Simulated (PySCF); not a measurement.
**Zn(13+): ionisation energy**

Zn(13+) [Ne] 3s2 3p5 (2P) → Zn(14+) [Ne] 3s2 3p4 (3P), as a difference of total energies. All numbers are calculated (PySCF 2.14, the spin-free X2C one-electron Hamiltonian (Gaussian nucleus), in an uncontracted even-tempered set (19 s from 0.81 bohr⁻², ratio 2.5; 12 p from 1.1 bohr⁻², ratio 2.5; 5 d from 7 bohr⁻², ratio 2.7; 4 f from 11 bohr⁻², ratio 2.7)). Correlated levels: outer shells: 1s2 frozen; virtual orbitals above 40 to 60 times the deepest correlated orbital energy dropped. The calculations carry no spin-orbit coupling.

| method | ionisation energy (eV) |
| --- | --- |
| UHF | 452.60 |
| LDA | 454.54 |
| PBE | 454.35 |
| PBE0 | 454.37 |
| r2SCAN | 454.55 |
| r2SCAN0 | 454.47 |
| PW91 | 454.61 |
| MP2 (outer shells) | 453.55 |
| SCS-MP2 (outer shells) | 453.49 |

Task: How much does correlation contribute at MP2 (outer shells)?

Result: 453.55 − (452.60) = 0.95 eV, measured against UHF.

A first-order spin-orbit estimate (lowest level to lowest level, LS coupling) adds -0.051 eV.

For comparison: 453.4 ± 0.3 eV (semi-empirical (NIST evaluation); NIST Atomic Spectra Database, ionization energies).
